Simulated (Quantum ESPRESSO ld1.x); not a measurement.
Values are calculated unless marked as measured or tabulated.
Task: These are the eigenvalues of the occupied orbitals of an atom or ion with whole-number occupations (Ry). Level of theory: Dirac Kohn-Sham, PBE, spin-unpolarised, spherical densities, point nucleus (ld1.x of Quantum ESPRESSO 7.5).

| orbital | eigenvalue |
|---|---|
| 1s1/2 | -1170.91 |
| 2s1/2 | -158.522 |
| 2p1/2 | -144.260 |
| 2p3/2 | -139.232 |
| 3s1/2 | -24.5200 |
| 3p1/2 | -19.3413 |
| 3p3/2 | -18.5705 |
| 3d3/2 | -9.48404 |
| 3d5/2 | -9.34954 |
| 4s1/2 | -3.00489 |
| 4p1/2 | -1.73480 |
| 4p3/2 | -1.64954 |
| 5s1/2 | -0.25914 |

Which element is it, and in what charge state? The configuration may be excited. Open shells, if any, fill j = l - 1/2 first.

Result: Z = 38, strontium, charge 0: Sr in [Kr] 5s2. The list shows which subshells hold electrons but not how many an open one holds; the 1s level, -585.45 hartree, gives Z - s = 34.2 by -(Z - s)^2/2, which with screening and relativity narrows Z to a few neighbours, and the depths of the outer levels then fix element, charge and occupations together.
